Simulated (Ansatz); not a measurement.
`C#CCCCCc1ccc(-c2ccccc2)cc1`. Charge 0, multiplicity 1. Geometry PBE-D4/def2-SVP.

```xyz
36

C    -3.2623    3.3838   -3.7770
C    -2.7745    2.2689   -3.8966
C    -2.2029    0.9301   -4.0095
C    -2.2240    0.1317   -2.6915
C    -1.6459   -1.2751   -2.8496
C    -1.6484   -2.1086   -1.5521
C    -0.7459   -1.5544   -0.4737
C     0.6373   -1.8273   -0.4806
C     1.4901   -1.2858    0.4874
C     0.9945   -0.4414    1.5066
C     1.8960    0.1326    2.5360
C     2.9959   -0.6032    3.0343
C     3.8456   -0.0604    4.0075
C     3.6174    1.2328    4.5045
C     2.5293    1.9766    4.0198
C     1.6789    1.4327    3.0481
C    -0.3913   -0.1685    1.5134
C    -1.2412   -0.7148    0.5440
H    -3.6905    4.3710   -3.6785
H    -1.1548    1.0089   -4.3769
H    -2.7519    0.3649   -4.7967
H    -1.6589    0.6944   -1.9189
H    -3.2709    0.0707   -2.3222
H    -2.2219   -1.8247   -3.6268
H    -0.6033   -1.2060   -3.2333
H    -2.6884   -2.1784   -1.1672
H    -1.3329   -3.1446   -1.7969
H     1.0554   -2.4765   -1.2672
H     2.5685   -1.5009    0.4411
H     3.1684   -1.6281    2.6717
H     4.6910   -0.6558    4.3863
H     4.2849    1.6593    5.2687
H     2.3451    2.9949    4.3961
H     0.8460    2.0351    2.6543
H    -0.8143    0.4612    2.3107
H    -2.3200   -0.4950    0.5844
```

Single mean-field runs in def2-TZVP are fitted with def2-universal-jkfit.

**Question.** Estimate the orbital energies around the gap (eV) in Ansatz with revPBE-D4/def2-TZVP, BLYP-D4/def2-TZVP, r2SCAN-D4/def2-TZVP, r2SCANh-D4/def2-TZVP, PBE0-D4/def2-SVP.

**Answer.** 
```
orbital  revPBE-D4/def2-TZVP  BLYP-D4/def2-TZVP  r2SCAN-D4/def2-TZVP  r2SCANh-D4/def2-TZVP  PBE0-D4/def2-SVP
HOMO−13                -8.89              -8.79                -9.30                 -9.83            -10.38
HOMO−12                -8.62              -8.57                -9.01                 -9.55            -10.15
HOMO−11                -8.44              -8.36                -8.83                 -9.35             -9.93
HOMO−10                -8.34              -8.28                -8.71                 -9.25             -9.84
 HOMO−9                -8.14              -8.10                -8.50                 -9.03             -9.65
 HOMO−8                -8.04              -8.00                -8.39                 -8.91             -9.50
 HOMO−7                -7.81              -7.79                -8.15                 -8.68             -9.28
 HOMO−6                -7.76              -7.74                -8.11                 -8.62             -9.20
 HOMO−5                -6.68              -6.56                -6.96                 -7.36             -7.81
 HOMO−4                -6.31              -6.22                -6.60                 -7.05             -7.53
 HOMO−3                -6.28              -6.20                -6.56                 -7.02             -7.50
 HOMO−2                -6.23              -6.11                -6.49                 -6.87             -7.29
 HOMO−1                -6.20              -6.08                -6.46                 -6.84             -7.26
   HOMO                -5.47              -5.34                -5.68                 -6.01             -6.40
   LUMO                -1.75              -1.66                -1.71                 -1.41             -0.94
 LUMO+1                -1.23              -1.17                -1.17                 -0.84             -0.32
 LUMO+2                -1.07              -1.00                -0.99                 -0.66             -0.14
 LUMO+3                -0.40              -0.34                -0.26                  0.10              0.63
 LUMO+4                 0.06               0.05                 0.33                  0.68              1.27
 LUMO+5                 0.23               0.25                 0.46                  0.83              1.44
```
